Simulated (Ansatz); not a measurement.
Breaking a bond: GeN (cation, charge +1), lowest triplet found (which spin is the ground state isn't settled by this scan).

Computed with: UKS-PBE0 = unrestricted PBE0/cc-pVDZ in Ansatz (a first-principles code); UKS-BLYP = unrestricted BLYP/cc-pVDZ (Ansatz); UKS-PBE = unrestricted PBE/cc-pVDZ in Ansatz; UCCSDT(Q) = CCSDT(Q) on UHF/cc-pVDZ, cores with 3d frozen (Ansatz); FCI = full CI/cc-pVDZ, cores with 3d frozen run with Ansatz.

Cost and accuracy over the 11 points of the scan, with FCI as yardstick. Costs are rough ratios of core time within Ansatz on shared cores, each with its mean field (Kohn-Sham runs search longer for lower solutions than correlated ones do); the miss is the largest error against full CI of the curve after the mean shift, in kcal/mol.

Task: Which is the cheapest of these levels that stays within 10 kcal/mol of FCI?

Result: UKS-PBE0.

```json
[
 {"level": "UKS-PBE0", "relative cost": "1", "largest error": "7.8"},
 {"level": "UKS-BLYP", "relative cost": "1", "largest error": "12.5"},
 {"level": "UKS-PBE", "relative cost": "1", "largest error": "13.6"},
 {"level": "UCCSDT(Q)", "relative cost": "5", "largest error": "7.9"}
]
```

Costs within a factor of two of each other count as equal.

The scan ran from 1.38 to 6.44 Å; beyond the distances shown full CI changes its symmetry label. The unrestricted determinant behind UKS-PBE0 is spin-contaminated at 2.40 to 3.05 Å (<S²> up to 2.9, against 2.00 for a pure triplet). The unrestricted determinant behind UKS-BLYP is spin-contaminated at 2.80 to 3.05 Å (<S²> up to 2.5, against 2.00 for a pure triplet). The unrestricted determinant behind UKS-PBE is spin-contaminated at 2.59 to 3.05 Å (<S²> up to 2.6, against 2.00 for a pure triplet). The unrestricted determinant behind UCCSDT(Q) is spin-contaminated at 2.14 to 3.05 Å (<S²> up to 3.0, against 2.00 for a pure triplet). Also computed but left out beside FCI, since their determinant holds another spin at the minimum (<S²> over 0.7 above the pure value): UHF/6-31G*, UMP2/6-31G*, UHF/LANL2DZ.
